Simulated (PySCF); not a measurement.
Ar³⁺ (argon, charge +3): UHF calculation

Configuration: [Ne] 3s2 3p3, high-spin 4S determinant. All numbers are calculated (PySCF 2.14, no relativity, point nucleus, in 6-31G* (4s3p1d, 18 functions)).

```
Total energy                                     : -523.818417 hartree
One-electron energy                              : -698.4734 hartree
Hartree (Coulomb) energy                         : 203.6751 hartree
Exchange energy                                  : -29.0201 hartree
Kinetic energy                                   : 523.14388 hartree
⟨S²⟩                                             : 3.7507
⟨L²⟩                                             : 0.000
Sum of ⟨r⟩                                       : 10.06 bohr
Sum of ⟨r²⟩                                      : 12.13 bohr²
Density at the nucleus (Gaussians lack the cusp) : 3620 bohr⁻³
Spin density at the nucleus                      : 0.513 bohr⁻³
Langevin diamagnetic susceptibility              : -9.61 ×10⁻⁶ cm³/mol
Time after the integrals                         : 0.03 s of wall time on 1 thread of Neoverse-V2 (shared host)
```

```
shell  electrons  mean orbital energy (eV)  rms radius, mean of both spins (bohr)
 1s α          1                   -3278.5                                 0.0998
 1s β          1                   -3277.1                                 0.0998
 2s α          1                   -384.36                                  0.447
 2s β          1                   -383.05                                  0.447
 2p α          3                   -310.01                                  0.417
 2p β          3                   -307.66                                  0.417
 3s α          1                   -79.910                                   1.40
 3s β          1                   -67.506                                   1.40
 3p α          3                   -59.297                                   1.50
```
